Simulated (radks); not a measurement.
Task: Ar, 18 electrons, occupied as [Ar]. Calculated with a radial shooting solver on a logarithmic mesh with Libxc functionals: non-relativistic Kohn-Sham, BLYP, spin-unpolarised, spherical densities, point nucleus. Some entries of the table are withheld. Estimate them.

orbital  occ.  eigenvalue (Ry)  r(max) (bohr)
1s          2              (1)            (2)
2s          2              (3)            (4)
2p          6        -16.89771         0.2813
3s          2         -1.75698            (5)
3p          6         -0.74656            (6)

Result: 
(1) 1s eigenvalue (Ry): -228.4507
(2) 1s r(max) (bohr): 0.05653
(3) 2s eigenvalue (Ry): -21.65695
(4) 2s r(max) (bohr): 0.3407
(5) 3s r(max) (bohr): 1.178
(6) 3p r(max) (bohr): 1.287
